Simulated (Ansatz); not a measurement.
Consider the atomization: `C[Se][GeH2][Cl]` → C• + Cl• + Ge• + 5 H• + Se•.

Gas-phase electronic energies from Ansatz, PBE0-D4/def2-TZVP geometries. CCSD(T)/CBS adds triple-zeta CCSD(T) − MP2 to the extrapolated MP2 energy (def2 sets, frozen cores). This one scheme is used for every species, atoms too. For atomizations the MP2-based limit and the directly extrapolated one differ by several kJ/mol either way, and by 10 to 25 for some Ge, Se and Sn compounds, so smaller differences from it don't rank the levels. DFT in def2-TZVPP. B3LYP here is the variant with VWN-RPA as its local correlation; programs differ in this. HSE06 is defined as in plane-wave codes. Open shells (•) are unrestricted, without spin–orbit coupling. Spin–orbit coupling would lower the free atoms: a little for C, Cl; clearly for Ge, Se. For Ge, Se outer-core shells are correlated without core-valence functions, so the limit isn't a true one: a few kJ/mol of doubt a bond, and 10 to 20 or more in all where bonds break to atoms. Scalar relativity is left out up to krypton. Each species was taken in one conformer, which may not be the lowest.

`C[Se][GeH2][Cl]`:

Z-matrix (Å, degrees):
```
C
Se 1 1.957
H 1 1.088 2 109.8
H 1 1.088 2 110.5 3 -122.7
H 1 1.089 2 106.1 3 118.5
Ge 2 2.325 1 96.2 3 60.4
Cl 6 2.165 2 110.0 1 -62.6
H 6 1.532 2 109.0 1 179.4
H 6 1.535 2 111.6 1 53.2
```

```json
{"level": "LDA (SPW92)", "ΔE (kJ/mol)": "3172.4", "difference from CCSD(T)/CBS": "374.8"}
{"level": "PBE-D4", "ΔE (kJ/mol)": "2811.5", "difference from CCSD(T)/CBS": "13.9"}
{"level": "BLYP-D4", "ΔE (kJ/mol)": "2747.4", "difference from CCSD(T)/CBS": "-50.2"}
{"level": "B97M-V", "ΔE (kJ/mol)": "2808.4", "difference from CCSD(T)/CBS": "10.8"}
{"level": "B3LYP-D4", "ΔE (kJ/mol)": "2766.4", "difference from CCSD(T)/CBS": "-31.2"}
{"level": "r2SCAN0-D4", "ΔE (kJ/mol)": "2765.9", "difference from CCSD(T)/CBS": "-31.7"}
{"level": "CAM-B3LYP-D4", "ΔE (kJ/mol)": "2768.9", "difference from CCSD(T)/CBS": "-28.7"}
{"level": "ωB97M-V", "ΔE (kJ/mol)": "2772.9", "difference from CCSD(T)/CBS": "-24.7"}
{"level": "PBE-QIDH", "ΔE (kJ/mol)": "2774.4", "difference from CCSD(T)/CBS": "-23.2"}
{"level": "BLYP", "ΔE (kJ/mol)": "2697.7", "difference from CCSD(T)/CBS": "-99.9"}
{"level": "PBE0", "ΔE (kJ/mol)": "2762.3", "difference from CCSD(T)/CBS": "-35.3"}
{"level": "B3LYP", "ΔE (kJ/mol)": "2728.4", "difference from CCSD(T)/CBS": "-69.2"}
{"level": "HSE06", "ΔE (kJ/mol)": "2764.2", "difference from CCSD(T)/CBS": "-33.4"}
{"level": "CCSD(T)/def2-TZVPP", "ΔE (kJ/mol)": "2731.4", "difference from CCSD(T)/CBS": "-66.2"}
{"level": "MP2/def2-QZVPP", "ΔE (kJ/mol)": "2789.2", "difference from CCSD(T)/CBS": "-8.4"}
{"level": "MP2/CBS(def2)", "ΔE (kJ/mol)": "2817.6", "difference from CCSD(T)/CBS": "20.0"}
{"level": "CCSD(T)/CBS", "ΔE (kJ/mol)": "2797.6", "difference from CCSD(T)/CBS": "0"}
```

Largest T1 diagnostic among the species: 0.010.

At CCSD(T), def2-SVP lies −196.6 kJ/mol from the extrapolated value and def2-TZVPP −66.2 kJ/mol: correlation converges slowly with the basis, and small sets miss more of it in the bonded molecule than in its fragments. From BLYP to BHLYP (50 % exact exchange), in def2-TZVPP and without D4, ΔE moves by −18.8 kJ/mol: exact exchange takes away binding that semilocal exchange gives to molecules.
